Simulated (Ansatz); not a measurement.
Input for Ansatz (development build ahead of 0.2.0):

```yaml
crystal:
  periodic: [false, false, false]
  atoms:
    - { symbol: C, position_ang: [1.4, 0.0, 0.0] }
    - { symbol: C, position_ang: [0.7, 1.21244, 0.0] }
    - { symbol: C, position_ang: [-0.7, 1.21244, 0.0] }
    - { symbol: C, position_ang: [-1.4, 0.0, 0.0] }
    - { symbol: C, position_ang: [-0.7, -1.21244, 0.0] }
    - { symbol: C, position_ang: [0.7, -1.21244, 0.0] }
    - { symbol: O, position_ang: [2.65, 0.0, 0.0] }
    - { symbol: H, position_ang: [1.2425, 2.15207, 0.0] }
    - { symbol: O, position_ang: [-1.325, 2.29497, 0.0] }
    - { symbol: H, position_ang: [-2.485, 0.0, 0.0] }
    - { symbol: H, position_ang: [-1.2425, -2.15207, 0.0] }
    - { symbol: H, position_ang: [1.2425, -2.15207, 0.0] }
basis:
  gaussian: { orbitals: def2-TZVP }
magnetization:
  spin_polarized: true
hamiltonian:
  xc: pbe0
```

The input is written out in the form of the current development build from the run's settings.

Output:

```yaml
Converged: yes
Total_energy: -381.09610 hartree
Spin_squared_of_the_determinant: 1.034
Stability_test: minimum
```

Caution: the unrestricted determinant is a mixture of spin states.
